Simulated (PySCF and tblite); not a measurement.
The numbers below are computed, except where a source is named.
C₇H₁₀O, numbered as in [CH:1]#[C:2][C@H:3]1[CH2:4][CH2:5][CH2:6][O:7][CH2:8]1.

Search: ETKDG and KDG, MMFF94s, GFN2-xTB, 90 starts; geometries at PBE0-D3(BJ)/def2-SVP. Weights use PBE0-D3(BJ)/def2-TZVP energies plus GFN2-xTB zero-point and thermal terms (modes under about 100 cm⁻¹ blended into free rotors). Symmetry numbers and mirror images are counted. Conformers within 4 kcal/mol (GFN2-xTB free energy) were kept, 5 at most. GIAO shieldings: PBE0/pcSseg-1. Shifts are against TMS (¹H), TMS (¹³C) at the same level; of two unlike H on one atom, a is the less shielded. Programs: PySCF with density fitting and tblite.

The 6-ring runs over atoms 3–4–5–6–7–8.

```tsv
conformer	shape	symmetry	E(GFN2) kcal/mol	E(DFT) kcal/mol
1	6-ring chair (all substituents equatorial)	C1	0.00	0.00
2	6-ring chair (C2 axial)	C1	0.91	1.34
```

**Question.** How much do the weights at 298.15 K and the averaged shift of H5b depend on how the conformers are weighted?

**Answer.** 
```json
{"weighting": "DFT energy with thermal terms, symmetry and mirror images (full scheme)", "1 (%)": "91", "2 (%)": "9", "δ (ppm)": "1.26", "rms dipole (D)": "1.31"}
{"weighting": "DFT energy with symmetry and mirror images", "1 (%)": "91", "2 (%)": "9", "δ (ppm)": "1.27", "rms dipole (D)": "1.31"}
{"weighting": "bare DFT energy", "1 (%)": "91", "2 (%)": "9", "δ (ppm)": "1.27", "rms dipole (D)": "1.31"}
{"weighting": "GFN2-xTB energy with symmetry and mirror images", "1 (%)": "82", "2 (%)": "18", "δ (ppm)": "1.35", "rms dipole (D)": "1.35"}
{"weighting": "GFN2-xTB free energy", "1 (%)": "83", "2 (%)": "17", "δ (ppm)": "1.34", "rms dipole (D)": "1.34"}
{"weighting": "leading conformer alone", "1 (%)": "100", "2 (%)": "0", "δ (ppm)": "1.17", "rms dipole (D)": "1.27"}
{"weighting": "equal weights", "1 (%)": "50", "2 (%)": "50", "δ (ppm)": "1.68", "rms dipole (D)": "1.48"}
{"weighting": "full scheme, search stopped after three starts", "1 (%)": "100", "2 (%)": "0", "δ (ppm)": "1.17", "rms dipole (D)": "1.27"}
```

The largest departure from the full scheme, 0.41 ppm, comes with: equal weights.
